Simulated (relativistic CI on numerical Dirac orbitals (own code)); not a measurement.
Al⁵⁺: from the plainest model towards the measured levels

Calculated with a relativistic CI code on KLI orbitals (one set per configuration, finite nucleus), adding one ingredient at a time: step 1, Dirac-Coulomb, each configuration alone; step 2, with Breit and QED terms; step 3, with configuration mixing; step 4, with scaled Slater integrals (0.9); step 5, with a P86 correlation estimate; step 6, tied to the ionisation limit. P86 is a density functional for the correlation energy, evaluated here for each configuration and added to its levels. Step 6 is semi-empirical: configurations made of the next ion and one excited electron move by -1159 cm⁻¹, so that their limit matches the tabulated ionisation energy, and those with a non-penetrating f or g electron also take the P86 value of the least penetrating other one.

CI space (outside the closed core 1s2): 2s2.2p4, 2s.2p5, 2p6, 2s2.2p3.3s, 2s2.2p3.3p, 2s2.2p3.3d, 2s2.2p3.4s, 2s2.2p3.4d, 2p5.3s, 2p5.3p, 2s.2p4.3s, 2p5.3d, 2s2.2p3.4p, 2s.2p4.3p, 2s2.2p3.4f, 2s.2p4.3d.

Computed minus measured energy above the ground level, in cm⁻¹, for 20 of the 39 excited levels that pair in every step (one J of a term; a digit in brackets numbers repeated terms):

| Configuration | Term | J | Measured | Step 1 | Step 2 | Step 3 | Step 4 | Step 5 | Step 6 |
| --- | --- | --- | --- | --- | --- | --- | --- | --- | --- |
| 2s2.2p4 | 3P | 1 | 2732 | 16 | -19 | -21 | -14 | -14 | -14 |
| 2s2.2p4 | 1D | 2 | 41167 | 2106 | 2025 | 2616 | -1531 | -1535 | -1535 |
| 2s2.2p4 | 1S | 0 | 88213 | 17782 | 17925 | -823 | -7457 | -7396 | -7396 |
| 2s.2p5 | 3P° | 2 | 323002 | 9368 | 9182 | 6630 | 8534 | 10157 | 10152 |
| 2s.2p5 | 1P° | 1 | 451396 | 21967 | 21754 | 16916 | 5426 | 7063 | 7057 |
| 2p6 | 1S | 0 | 755628 | 20408 | 20002 | 32154 | 27750 | 30846 | 30846 |
| 2s2.2p3.3s | 3S° | 1 | 913112 | -6605 | -6850 | -6355 | -3099 | 3849 | 2695 |
| 2s2.2p3.3s | 1D° | 2 | 970340 | -3336 | -3637 | -3273 | -6069 | 878 | -277 |
| 2s2.2p3.3s | 3P° | 0 | 993570 | 7338 | 7228 | -8175 | -11309 | -4306 | -5439 |
| 2s2.2p3.3p | 3D | 2 | 1031005 | -3259 | -3566 | -4741 | -5530 | 1928 | 782 |
| 2s2.2p3.3p | 3F | 2 | 1036336 | -5414 | -5617 | -4126 | -5735 | 1714 | 557 |
| 2s2.2p3.3d | 1G° | 4 | 1131621 | -4923 | -5342 | -2527 | -4707 | 2616 | 1457 |
| 2s2.2p3.3d | 1P° | 1 | 1136070 | -6606 | -6933 | -2631 | -5402 | 1912 | 764 |
| 2s2.2p3.3d | 3S° | 1 | 1145060 | -3759 | -4152 | -3391 | -6767 | 564 | -590 |
| 2s2.2p3.4s | 3S° | 1 | 1218300 | -10087 | -10400 | -8470 | -4561 | 3348 | 2205 |
| 2s2.2p3.4s | 3P° | 2 | 1308870 | 4355 | 4090 | 5327 | -1047 | 6852 | 5706 |
| 2s2.2p3.4s | 1P° | 1 | 1311620 | 4740 | 4501 | 6083 | -612 | 7279 | 6129 |
| 2s2.2p3.4d | 1P° | 1 | 1340660 | -7575 | -8036 | -3575 | -6560 | 906 | -242 |
| 2s2.2p3.4d | 3P° | 2 | 1343320 | -7967 | -8398 | -3921 | -7053 | 401 | -753 |
| 2s2.2p3.4d | 1F° | 3 | 1346350 | -4482 | -4898 | -1930 | -5205 | 2292 | 1167 |

Mean absolute errors in cm⁻¹, over all paired levels and for the configurations:

| Configuration, levels | Step 1 | Step 2 | Step 3 | Step 4 | Step 5 | Step 6 |
| --- | --- | --- | --- | --- | --- | --- |
| all, 39 | 6700 | 6766 | 5675 | 6609 | 4470 | 4207 |
| 2s2.2p4, 4 | 5004 | 4992 | 872 | 2259 | 2245 | 2245 |
| 2s.2p5, 4 | 12581 | 12317 | 9192 | 7747 | 9373 | 9368 |
| 2p6, 1 | 20408 | 20002 | 32154 | 27750 | 30846 | 30846 |
| 2s2.2p3.3s, 6 | 6620 | 6606 | 6879 | 9066 | 3658 | 4121 |
| 2s2.2p3.3p, 4 | 4284 | 4612 | 4399 | 5599 | 1854 | 702 |
| 2s2.2p3.3d, 14 | 5320 | 5445 | 4340 | 6297 | 3326 | 3074 |
| 2s2.2p3.4s, 3 | 6394 | 6330 | 6627 | 2073 | 5827 | 4680 |
| 2s2.2p3.4d, 3 | 6675 | 7111 | 3142 | 6273 | 1199 | 721 |

Measured levels: NIST levels in Kelleher and Podobedova, J. Phys. Chem. Ref. Data 37, 709 (2008); Martin and Zalubas, J. Phys. Chem. Ref. Data 8, 817 (1979).

The mean absolute error is lowest at step 6 (4207 cm⁻¹), and the largest single drop is from step 4 to 5 (6609 to 4470). Terms of the ground configuration are off by 5004 at first, 872 with mixing and 2259 after scaling, which overcorrects here, since the mixing already narrows the term splittings. The Breit and QED terms change the top of the ground term (measured 3829) from 3943 to 3829. Mixing lowers the ground level by 2851; relative to it the configurations that move most are 2p6 by +12152, 2s2.2p3.3s by -9989, 2s2.2p3.4d by +3969. The P86 estimate moves 2s2.2p3.4s by +7900, 2s2.2p3.4d by +7472, 2s2.2p3.3p by +7453, and takes the mean absolute error of the excited configurations from 7106 to 4724. Step 6 takes that error from 4724 to 4431; the error more than halves for 2s2.2p3.3p.
